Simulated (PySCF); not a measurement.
## Ruthenium: a sound run and one with changed settings

Sound run: Ru⁺ [Kr] 4d7, Ru²⁺ [Kr] 4d6. Calculation: PySCF 2.14, in def2-TZVP with the def2 core potential (28 electrons) (6s4p3d1f, 40 functions); scalar relativity through the core potential. The sound run starts from symmetry-adapted Hartree-Fock orbitals and uses a fine grid where one is needed.

A second run was set up differently.

```tsv
species	method	sound run (hartree)	changed run (hartree)	converged
Ru⁺	UHF	-93.88957	-93.88957	yes
Ru⁺	PBE0	-94.51850	-97.11618	yes
Ru⁺	B3LYP	-94.55860	-97.43258	yes
Ru²⁺	UHF	-93.33978	-93.33978	yes
Ru²⁺	PBE0	-93.90216	-95.27930	yes
Ru²⁺	B3LYP	-93.93213	-95.50945	yes
```

Ionisation energy of Ru⁺:

```json
{"method": "UHF", "sound run (eV)": "14.961", "changed run (eV)": "14.961"}
```

Question: What was changed?
A. all electrons correlated in a valence basis
B. too few SCF iterations
C. basis contracted for another Hamiltonian
D. angular grid far too coarse

Answer: D. It used 6 angular points. A coarse angular grid integrates products of high-l functions wrongly, so density functionals can shift, and the SCF can exploit the error; Hartree-Fock and MP2 need no grid.
